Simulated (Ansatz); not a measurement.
Geometry optimisation, Ansatz 0.2.0, RKS PBE0-D4/def2-SVP.

The input (input.yaml):

```yaml
crystal:
  periodic: [false, false, false]
  atoms:
    - { symbol: B, position_ang: [-1.6481, 0.2328, 0.928] }
    - { symbol: C, position_ang: [-0.5153, -0.3815, 0.1291] }
    - { symbol: C, position_ang: [0.5571, 0.3015, -0.2173] }
    - { symbol: "N", position_ang: [1.7185, -0.3317, -0.9246] }
    - { symbol: F, position_ang: [0.7292, 1.6021, 0.1149] }
    - { symbol: H, position_ang: [-1.6548, 1.428, 1.2439] }
    - { symbol: H, position_ang: [-2.6216, -0.3653, 1.1901] }
    - { symbol: H, position_ang: [-0.5695, -1.4046, -0.1507] }
    - { symbol: H, position_ang: [1.5844, -1.3304, -1.1572] }
    - { symbol: H, position_ang: [2.5031, 0.198, -1.1532] }
basis:
  gaussian: { orbitals: def2-SVP }
hamiltonian:
  xc: pbe0
  dispersion: d4
relax:
  f_tol: 0.015
  max_steps: 40
```

Command:

```bash
$ ansatz run input.yaml --threads 2 --pin off --max-ram 3072MiB --backend cpu --events-out ev --progress --plain --runs-dir out
```

Q: Where does it end, and by what steps?

A: The run converged. After 5 steps the energy has fallen by 0.726 eV; F5 moved furthest, 0.14 Å.

```
step  energy less start (eV)  largest force component (eV/Å)  accepted
   0                  0.0000                           5.420       yes
   1                 -0.5304                           2.230       yes
   2                 -0.6853                           0.510       yes
   3                 -0.7223                           0.170       yes
   4                 -0.7249                           0.083       yes
   5                 -0.7264                           0.014       yes
```

```xyz
10
Properties=species:S:1:pos:R:3
B -1.664 0.270 0.904
C -0.547 -0.413 0.159
C 0.601 0.223 -0.218
N 1.649 -0.291 -0.884
F 0.809 1.499 0.056
H -1.589 1.440 1.208
H -2.659 -0.351 1.208
H -0.596 -1.469 -0.127
H 1.641 -1.255 -1.182
H 2.437 0.295 -1.120
```

Run time: 12 s on 2 threads of Intel(R) Xeon(R) Platinum 8488C (Sapphire Rapids), on a shared host, peak memory 0.2 GiB.
